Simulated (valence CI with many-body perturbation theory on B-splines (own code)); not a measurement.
**Ta²⁴⁺: key properties**

Method: valence CI with perturbative core correlation (CI+MBPT): three valence electrons over a frozen Dirac-Fock core [Kr] 4d10, a basis of 8 s, 8 p, 9 d, 9 f, 6 g, 3 h, 2 i functions for each j, with the one-electron correlation potential Σ1, the two-electron term Σ2, the three-electron term Σ3, Breit, model QED; selected CI, second order for the rest, scaled by the run's own slope (own B-spline code, finite nucleus).

No measured spectrum was set against this ion. As an estimate, terms of the open shell hold to a few per cent of their energy, and close levels can change places. Core correlation moves these levels by up to 46000 cm⁻¹, and in measured spectra 5 to 20 % of such shifts remained as error; rates that hang on mixing are uncertain with them.

Names give the largest LS component (configuration and term), which can be under half, so a name can repeat, a term be missing and a line seem to break the LS rules; names also repeat where a configuration has a term twice.

Rates and lifetimes use the calculated energies. Strong lines usually hold to 10 to 20 %, long lifetimes can be off by a factor of two.

**Question.** What is the ground level?

**Answer.** 4f³ ⁴I°_9/2, composition 84 % 4f³ ⁴I° + 15 % 4f³ ²H°, g = 0.757.

**Question.** Where does the other parity begin?

**Answer.** At 4f²5s ⁴H_7/2, 798810 cm⁻¹.

**Question.** How is the term ⁴I° of the ground level split?

**Answer.** J = 9/2 at 0, J = 11/2 at 18008, J = 13/2 at 33502, J = 15/2 at 47000 cm⁻¹.

**Question.** What is the ionisation energy?

**Answer.** 728.61 eV; NIST lists 750 ± 40 eV (theoretical).

**Question.** Name the longest-lived excited levels whose lifetime is computed, and their main decay.

**Answer.** 4f³ ⁴G°_5/2 at 53655 cm⁻¹ lives 31.3 ms, mostly by M1 to 4f³ ⁴F°_3/2; 4f³ ⁴F°_7/2 at 51472 cm⁻¹ lives 25.0 ms, mostly by M1 to 4f³ ⁴I°_9/2; 4f³ ⁴F°_5/2 at 45891 cm⁻¹ lives 20.6 ms, mostly by M1 to 4f³ ⁴F°_3/2. The lifetime of 4f³ ⁴F°_3/2 is too uncertain to give, and may be longer.
